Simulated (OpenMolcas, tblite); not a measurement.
**How methods differ on InSiH4F (SMILES [F][InH][SiH3])**

InSiH4F has 7 atoms, charge 0, and is taken as a singlet. As SMILES, `[F][InH][SiH3]`. The shape is that of a PBE0-D4/def2-TZVP optimisation.

```xyz
7

F    -0.1960   -2.3400    1.2988
In   -0.7560   -1.1649   -0.1768
Si    0.5280    1.0431   -0.0286
H    -1.9378   -1.9659   -1.1253
H     1.9860    0.7659   -0.1088
H     0.2260    1.6960    1.2722
H     0.1498    1.9658   -1.1314
```

Quantity: the vertical ionisation energy (to the doublet cation), in eV. The values are calculated.

```json
{"level": "IPEA1-xTB", "kind": "semi-empirical", "program": "tblite", "value (eV)": "13.73", "less CCSD(T)/def2-SVP": "+3.82"}
{"level": "HF/def2-SVP (core potential)", "kind": "Hartree–Fock", "program": "OpenMolcas", "value (eV)": "9.56", "less CCSD(T)/def2-SVP": "-0.35"}
{"level": "SVWN5/def2-SVP (core potential)", "kind": "LDA", "program": "OpenMolcas", "value (eV)": "9.70", "less CCSD(T)/def2-SVP": "-0.21"}
{"level": "revPBE/def2-SVP (core potential)", "kind": "GGA", "program": "OpenMolcas", "value (eV)": "9.49", "less CCSD(T)/def2-SVP": "-0.42"}
{"level": "TPSS/def2-SVP (core potential)", "kind": "meta-GGA", "program": "OpenMolcas", "value (eV)": "9.62", "less CCSD(T)/def2-SVP": "-0.29"}
{"level": "r2SCAN/def2-SVP (core potential)", "kind": "meta-GGA", "program": "OpenMolcas", "value (eV)": "9.73", "less CCSD(T)/def2-SVP": "-0.18"}
{"level": "PBE0/def2-SVP (core potential)", "kind": "global hybrid", "program": "OpenMolcas", "value (eV)": "9.89", "less CCSD(T)/def2-SVP": "-0.02"}
{"level": "CCSD(T)/def2-SVP (core potential), open shells restricted", "kind": "coupled cluster or CI", "program": "OpenMolcas", "value (eV)": "9.91", "less CCSD(T)/def2-SVP": "0.00"}
```

CCSD(T)/def2-SVP (core potential), open shells restricted is the highest level here, not the true value. Spin-orbit coupling, which can split open shells on such heavy atoms by tenths of an eV, is left out. The values span 9.49 to 13.73 eV. The xTB values lack the empirical shift that such differences need. In the correlated wave-function rows the outer d shell of In is correlated, in sets not made for it.
